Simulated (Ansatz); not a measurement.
Consider the formal exchange of groups at the Si–C bond: `FCCC[SiH3]` + `[SiH3]O[SiH2]S` → `[SiH3]O[SiH2][SiH3]` + `FCCCS`.

Calculated with Ansatz (gas phase, PBE0-D4/def2-TZVP geometries, no zero-point term in ΔE). CCSD(T)/CBS adds triple-zeta CCSD(T) − MP2 to the extrapolated MP2 energy (def2 sets, frozen cores). Functionals use def2-TZVPP. Each species was taken in one conformer, which may not be the lowest.

```json
{"level": "r2SCAN-D4", "ΔE (eV)": "1.18"}
{"level": "MP2/def2-TZVPP", "ΔE (eV)": "1.28"}
{"level": "SCS-MP2/def2-QZVPP", "ΔE (eV)": "1.25"}
{"level": "CCSD/CBS(def2)", "ΔE (eV)": "1.20"}
```

(1) What does CCSD(T)/CBS give? (Best estimate.)

Largest T1 diagnostic among the species: 0.012.

Results:

(1) Computed: +1.20 eV. The listed levels differ from it by -0.02, 0.08, 0.05, 0.00 eV.

From PBE to PBE0 (25 % exact exchange), in def2-TZVPP and without D4, ΔE moves by +0.05 eV.
